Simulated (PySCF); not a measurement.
**How methods differ on the ionisation energy of Zr**

Zr [Kr] 4d2 5s2 (3F) → Zr⁺ [Kr] 4d2 5s1 (4F), as a difference of total energies. All numbers are calculated (PySCF 2.14, scalar relativity through the core potential, in cc-pVTZ-PP with ECP28MDF). Correlated levels: valence: 4s2 4p6 frozen. The calculations carry no spin-orbit coupling.

```json
{"method": "UHF", "ionisation energy (eV)": "5.184"}
{"method": "MN15", "ionisation energy (eV)": "6.861"}
{"method": "TPSS", "ionisation energy (eV)": "6.292"}
{"method": "MP2 (valence)", "ionisation energy (eV)": "6.088"}
{"method": "SCS-MP2 (valence)", "ionisation energy (eV)": "6.278"}
```

Q: How much does correlation contribute at MP2 (valence)?

A: 6.088 − (5.184) = 0.904 eV, measured against UHF.

Errors of the correlated levels include the incompleteness of this basis and the frozen core.

MP2 underrates the near-degeneracy of ns² with np² in the lower species.

For comparison: 6.639 eV (measured; NIST levels, between the centres of gravity of the two terms).
